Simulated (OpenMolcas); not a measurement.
# C: effect of the active space

* Program: OpenMolcas 26.06
* Method: CASSCF or its RAS form
* Basis: ANO-R3
* Scalar Hamiltonian: X2C, finite nucleus
* Spin-orbit coupling: RASSI with atomic mean-field integrals over the reference wave functions, term energies averaged over their components

A. 2 electrons in 3 orbitals (2p); 2S+1 = 3 even, 3 roots; 2S+1 = 1 even, 6 roots; cost of the order of 3 core-seconds
B. 4 electrons in 4 orbitals (2s 2p); 2S+1 = 3 even, 3 roots; 2S+1 = 1 even, 6 roots; 2S+1 = 5 odd, 1 root; 2S+1 = 3 odd, 8 roots; cost roughly 14 core-seconds
C. 2 electrons in 9 orbitals (RAS2 2p; RAS3 3s 3d, at most 1 electron); 2S+1 = 3 even, 3 roots; 2S+1 = 1 even, 6 roots; 2S+1 = 3 odd, 3 roots (0 in the spin-orbit step); cost of the order of 16 core-seconds

Energies in cm-1 above 2s2 2p2 3P0, the measured ground level; measured values from NIST Handbook of Basic Atomic Spectroscopic Data.

| Level | A | B | C | Measured |
| --- | --- | --- | --- | --- |
| 2s2 2p2 3P0 | 0.0 | 0.0 | 0.0 | 0.0 |
| 2s2 2p2 3P1 | 15.4 | 14.9 | 15.4 | 16.4 |
| 2s2 2p2 3P2 | 46.2 | 44.4 | 46.2 | 43.4 |
| 2s2 2p2 1D2 | 12616 | 12727 | 12616 | 10193 |
| 2s2 2p2 1S0 | 30925 | 21114 | 30925 | 21648 |

Deviations, from unrounded energies. A percentage is the sum of absolute deviations over the sum of measured energies, with the sign that they share, or ± where signs differ.

```
                        Against measurement  Levels      A     B      C
             mean absolute deviation (cm-1)       4   2900   770   2900
      fine structure of the ground term (%)       2   ±6.2  ±4.2   ±6.2
other terms of the ground configuration (%)       2  +36.7  ±9.6  +36.7
```

B lies closest to measurement on these levels and A furthest from it. The largest miss of B in the table is 2s2 2p2 1D2, by +2500 cm-1. The ranking rests on the paired levels alone, and a cruder setting can come out closer through cancelling errors.

Among A to C the level of the table that moves most is 2s2 2p2 1S0, by 9800 cm-1 (lowest in B, highest in A).

Without dynamic correlation excited terms often stand tens of per cent too high (terms of higher spin than the ground term too low), and those without a measured partner can miss by more than the paired ones. With the s shell closed, the reference lacks s² → p² mixing (holds for A; C). No level of 2s2 2p 3d, 2s2 2p 3s was computed, though it lies in the active space (holds for C). Measured partners are found by configuration, term and J. A level has none where our copy of the source lacks it or the pairing is in doubt (some pairs that miss far off the trend of their configuration count as doubtful), and it then counts in no deviation. Levels of configurations outside the active space are missing. Levels that lie high or do not pair safely by name in every column are left out.
